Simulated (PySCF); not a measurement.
A side-by-side comparison of computed properties.

First species: Trifluorosilane, F3HSi.
Bonds: F1–Si2, Si2–F3, Si2–F4. Hydrogens: H5 on Si2.

Second species: C2H11NSi2.
SMILES: `CCN([SiH3])[SiH3]`

Levels: CAM-B3LYP/def2-SVPD for dipole moment, HOMO energy, LUMO energy, HOMO–LUMO gap, static isotropic polarisability and electronic spatial extent ⟨r²⟩ about the centre of nuclear charge; TDDFT CAM-B3LYP/def2-SVPD for lowest singlet excitation; TDA CAM-B3LYP/def2-SVPD for lowest triplet excitation (Tamm–Dancoff). Geometries: GFN2-xTB. All species are isolated and taken at one optimised geometry, non-relativistic unless stated. Electronic properties by PySCF.

The conformers computed, where there is a choice (atom-mapped SMILES and torsion angles):
- `[CH3:1][CH2:2][N:3]([SiH3:4])[SiH3:5]`: C1–C2–N3–Si4 -81°

Question: Which of the two has the higher T1 energy, and by how much?

Answer: The first: 9.79 eV against 5.79 eV, a difference of 4.00 eV.

Question: Which of the two has the higher static isotropic polarisability, and by how much?

Answer: The second: 83.9 au against 23.8 au, a difference of 60.1 au.

Question: Which has the higher ⟨r²⟩?

Answer: The second: 836 bohr² against 292 bohr², a difference of 544 bohr².

Question: Which of the two has the higher LUMO energy, and by how much?

Answer: The first: 1.20 eV against 1.06 eV, a difference of 0.14 eV.

Question: Which of the two has the higher S1 energy, and by how much?

Answer: The first: 10.78 eV against 6.06 eV, a difference of 4.72 eV.

Question: Which has the higher dipole moment?

Answer: The first: 2.03 D against 0.76 D, a difference of 1.27 D.

Question: Which of the two has the higher HOMO energy, and by how much?

Answer: The second: -8.22 eV against -13.23 eV, a difference of 5.01 eV.

Question: Which of the two has the higher HOMO–LUMO gap, and by how much?

Answer: The first: 14.43 eV against 9.28 eV, a difference of 5.15 eV.

On the first: The principal polarisabilities are 23.5, 23.6 and 24.2 au; their mean is the isotropic value. The polarisability is 3.52 Å³ as a volume (1 au = 0.148185 Å³), or 0.57 au for each of the 42 electrons.

On the second: The polarisability is 12.44 Å³ as a volume (1 au = 0.148185 Å³), or 1.45 au for each of the 58 electrons. In atomic units the dipole is 0.30 e·bohr (1 au = 2.5417 D).
